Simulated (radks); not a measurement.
The table gives one normalised radial function P(r) = r R(r) (large component) of Er+ in [Kr] 4d10 4f12 5s2 5p5 6s1 6p1 (r in bohr). Method: Dirac Kohn-Sham, PBEsol, spin-unpolarised, spherical densities, finite nucleus; open shells fill j = l - 1/2 first; Fermi nuclear charge, rms radius 5.2516 fm; computed with a radial shooting solver on a logarithmic mesh with Libxc functionals.

r           P
0.001012   0.0039
0.001178   0.0046
0.001382   0.0056
0.001609   0.0067
0.001873   0.0080
0.002198   0.0097
0.002559   0.0117
0.003003   0.0144
0.003496   0.0175
0.004102   0.0216
0.004775   0.0264
0.005559   0.0323
0.006524   0.0399
0.007595   0.0489
0.008913   0.0603
0.01038    0.0734
0.01208    0.0888
0.01418    0.1077
0.0165     0.1280
0.01937    0.1514
0.02254    0.1745
0.02625    0.1970
0.0308     0.2174
0.03585    0.2300
0.04208    0.2317
0.04898    0.2173
0.05748    0.1803
0.06692    0.1212
0.0779     0.0389
0.09142   -0.0671
0.1064    -0.1739
0.1249    -0.2720
0.1454    -0.3273
0.1693    -0.3223
0.1986    -0.2363
0.2312    -0.0805
0.2714     0.1326
0.3159     0.3320
0.3707     0.4732
0.4316     0.4891
0.5024     0.3664
0.5896     0.1052
0.6864    -0.2156
0.8055    -0.5536
0.9377    -0.8078
1.092     -0.9528
1.281     -0.9722
1.491     -0.8799
1.75      -0.7062
2.038     -0.5146
2.372     -0.3367
2.784     -0.1909
3.24      -0.0983
3.803     -0.0421
4.427     -0.0159
5.195     -0.0046
6.048     -0.0011
7.041     -0.0002
8.262     0.0000
9.619     0.0000
11.29     0.0000
13.14     0.0000

Which n and l does it have? It may be an empty orbital.

Answer. n = 5, l = 1: the number of nodes gives n - l - 1 = 3, the rise at small r points to l (for j = l - 1/2 the large component starts outside the nucleus as r^gamma with gamma = sqrt(l^2 - (Z/c)^2) = 0.87 and the r^(l+1) term takes over further out; the orbital of l - 1 with the same j starts with the same power, but with a larger coefficient, and does not steepen), and the extent must fit the shell. The curve is that of 5p1/2; the two j differ most near the nucleus, where j = l - 1/2 has the larger amplitude, and in heavy atoms j = l - 1/2 is also the more compact. 5p1/2: eigenvalue -42.675 eV, 3 radial nodes at r = 0.0828, 0.246, 0.621 bohr, <r> = 1.39 bohr, 90 % of the charge inside 2.04 bohr.
